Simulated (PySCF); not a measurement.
Species: ScCl (singlet state).
Numbering: `[Cl:1][Sc:2]`

Cartesian coordinates in Å at the PBE0-D3(BJ)/def2-SVP level; atoms count from 1:
```xyz
2
ScCl angstrom
Cl     1.1047   -0.0028   -0.0029
Sc    -1.1020    0.0040   -0.0113
```

Linear response at PBE0/def2-SVPD (PySCF, frozen core in the response, non-relativistic). Geometry: PBE0-D3(BJ)/def2-SVP; no solvent, vibrations or thermal averaging.

Static isotropic polarisability: 117.75 au (17.45 Å³), principal values 115.3, 115.3, 122.7 au.

Question: What is the polarisability at 1064 nm and at the sodium D line?

Answer: 129.97 au at 1064 nm (+10.4 %), 62.09 au at 589.3 nm (-47.3 %). The lowest singlet lies at 5083 nm (f = 0.000), near or inside this range; the response is undamped and has a pole at each allowed excitation.

Question: What is the isotropic C6 coefficient between two such molecules, C6 = (3/π)∫α(iω)² dω?

Answer: 1501 au (Eh·bohr⁶) by a ten-point quadrature over imaginary frequencies, which is 897 eV·Å⁶ or 86.5 J·nm⁶/mol.

Question: Which effective excitation energy ω̄ makes London's formula C6 = (3/4)α²ω̄ exact here?

Answer: ω̄ = 4·C6/(3α²) = 0.144 Eh = 3.9 eV.

Question: The lowest 6 singlets have (eV, f): 0.24, 0.000; 0.24, 0.000; 0.63, 0.002; 0.63, 0.002; 1.75, 0.096; 3.60, 0.465. What share of the static polarisability do they carry in the sum over states α = Σ f/ω²?

Answer: 58.85 au, 50.0 % of α; the largest term, 26.59 au, is that of the state at 3.60 eV. Their oscillator strengths add up to 0.57. Higher states carry the rest.

Question: What does −C6/R⁶ come to at R = 10 Å between centres?

Answer: -87 J/mol. This is the leading, orientation-averaged term; C8 and higher terms are left out.

Question: What three-body coefficient follows from the one-pole estimate C9 = (3/4)·α·C6?

Answer: 133000 au. This is an estimate from the two numbers above, not a computed integral.

Question: How many electrons N does the Slater–Kirkwood formula C6 = (3/4)·√N·α^(3/2) need to give this C6?

Answer: N = (4·C6/3)²/α³ = 2.5; the species has 38 electrons in all.

Question: How anisotropic is the static polarisability, by Δα² = ½[(α1 − α2)² + (α2 − α3)² + (α3 − α1)²]?

Answer: Δα = 7.4 au, or 0.06 of the isotropic value.
